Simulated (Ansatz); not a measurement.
Consider the ligand exchange at the Si–F bond: `N[SiH](O)F` + `N[SiH2]N` → `N[SiH2]N[SiH](N)O` + H–F.

Gas-phase electronic energies from Ansatz, PBE0-D4/def2-TZVP geometries. CCSD(T)/CBS is the MP2 limit (def2-TZVPP, def2-QZVPP) plus CCSD(T) − MP2 in def2-TZVPP, frozen cores. This one scheme is used for every species. Functionals use def2-TZVPP. One conformer a species, not always the lowest.

```json
{"level": "r2SCAN-D4", "ΔE (kcal/mol)": "18.0"}
{"level": "PBE0-D4", "ΔE (kcal/mol)": "15.6"}
{"level": "ωB97X-V", "ΔE (kcal/mol)": "18.0"}
{"level": "ωB97M-V", "ΔE (kcal/mol)": "17.5"}
{"level": "MP2/def2-TZVPP", "ΔE (kcal/mol)": "15.9"}
{"level": "SCS-MP2/def2-TZVPP", "ΔE (kcal/mol)": "17.8"}
{"level": "CCSD/def2-TZVPP", "ΔE (kcal/mol)": "17.8"}
{"level": "MP2/def2-QZVPP", "ΔE (kcal/mol)": "16.2"}
```

(1) What does CCSD(T)/CBS give? (Best estimate.)

Largest T1 diagnostic among the species: 0.011.

Results:

(1) The calculation gave: +16.7 kcal/mol. The listed levels differ from it by 1.3, -1.1, 1.3, 0.8, -0.8, 1.1, 1.1, -0.5 kcal/mol.

The D4 term adds −4.1 kcal/mol with B3LYP and −2.4 kcal/mol with PBE0; it sums over pairs of atoms, weighted by their polarisabilities, and B3LYP, whose exchange is more repulsive, gets the larger term. In def2-TZVPP, CCSD(T) changes the Hartree–Fock value by −8.2 kcal/mol (the triples alone add −1.4 kcal/mol) and MP2 by −8.8 kcal/mol.

B3LYP here is the variant with VWN-RPA as its local correlation; programs differ in this.
